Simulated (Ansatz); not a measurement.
Reaction (ligand exchange at a B–C bond): `CCB(O)Br` + H–F → `OB(F)Br` + `CC`

Gas-phase electronic energies from Ansatz, PBE0-D4/def2-TZVP geometries. CCSD(T)/CBS is the MP2 limit (def2-TZVPP, def2-QZVPP) plus CCSD(T) − MP2 in def2-TZVPP, frozen cores. This one scheme is used for every species. For Br outer-core shells are correlated without core-valence functions, which leaves a few kJ/mol of doubt a bond. Scalar relativity is left out up to krypton. One conformer a species, not always the lowest.

| species | CCSD/CBS(def2) energy (Eh) |
| --- | --- |
| `CCB(O)Br` | -2753.07293 |
| H–F | -100.38944 |
| `OB(F)Br` | -2773.80701 |
| `CC` | -79.70621 |

Task: Work out ΔE.

Result: ΔE = (-2773.80701) + (-79.70621) − (-2753.07293) − (-100.38944) = -0.05085 Eh = -133.5 kJ/mol. CCSD(T)/CBS gives -130.2 kJ/mol.

Task: What do rigid-rotor, harmonic-oscillator terms from PBE0-D4/def2-TZVP frequencies (298.15 K, 1 bar) make of the CCSD(T)/CBS value? (Estimate.)

Result: Ansatz gave: ΔZPE = +6.5 kJ/mol, ΔH = -127.1 kJ/mol, ΔS = -2 J/(mol·K), ΔG = -126.5 kJ/mol. Modes under 50 cm⁻¹ make the entropy rough.

Largest T1 diagnostic among the species: 0.010.

Leaving LDA and LC-ωPBE aside and taking each functional with its dispersion term where it has one, the values, not all of them listed here, spread over 18.1 kJ/mol, from B97M-V to revPBE-D4. LDA lies +6.0 kJ/mol from PBE without D4. The D4 term adds +9.9 kJ/mol with B3LYP and +5.7 kJ/mol with PBE0; it sums over pairs of atoms, weighted by their polarisabilities, and B3LYP, whose exchange is more repulsive, gets the larger term. At CCSD(T), def2-SVP lies −25.9 kJ/mol from the extrapolated value and def2-TZVPP −5.5 kJ/mol.

B3LYP here is the variant with VWN-RPA as its local correlation; programs differ in this.
